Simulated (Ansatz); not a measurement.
# SnH2F2 (SMILES [F][SnH2][F]): the energy, rung by rung

The species is SnH2F2 (5 atoms), meant as a singlet with charge 0. As SMILES, `[F][SnH2][F]`. Geometry: optimised at r2SCAN/def2-SVP.

```
atom    x (Å)    y (Å)    z (Å)
   F  -0.3482  -0.3601   1.7624
  Sn   0.1323  -0.0749  -0.0884
   F  -1.2463   1.1242  -0.7204
   H  -0.0834  -1.5570  -0.8965
   H   1.5956   0.7939  -0.0984
```

Each level gives the dissociation energy of the Sn2–F1 bond into doublet SnH2F and doublet F (shapes relaxed at r2SCAN/def2-SVP, no zero-point term) (eV). The values are calculated.

| level | kind | program | value (eV) | CPU time (all runs) |
| --- | --- | --- | --- | --- |
| HF/def2-TZVPP (core potential) | Hartree–Fock | Ansatz | 3.50 | 1.7 s |
| PBE/def2-TZVPP (core potential) | GGA | Ansatz | 5.22 | 2.6 s |
| r2SCAN/def2-TZVPP (core potential) | meta-GGA | Ansatz | 5.08 | 4.7 s |
| B3LYP/def2-TZVPP (core potential) | global hybrid | Ansatz | 5.00 | 3.5 s |
| PBE0-D4/def2-TZVPP (core potential) | global hybrid | Ansatz | 5.01 | 3.2 s |
| wB97M-V/def2-TZVPP (core potential) | range-separated hybrid | Ansatz | 5.15 | 11 s |
| MP2/def2-TZVPP (core potential) | perturbation theory | Ansatz | 5.41 | 3.3 s |

Spin-orbit coupling, which can split open shells on such heavy atoms by tenths of an eV, is left out. The values span 3.50 to 5.41 eV. Hartree–Fock misses the correlation of the electron pair that is broken and comes out low. Measured bond enthalpies also hold zero-point and thermal terms, a few tenths of an eV less. In the correlated wave-function rows the outer d shell of Sn is correlated, in sets not made for it. CPU times are rough (shared hosts, several kinds of processor): they show what a rung costs within a factor of a few.
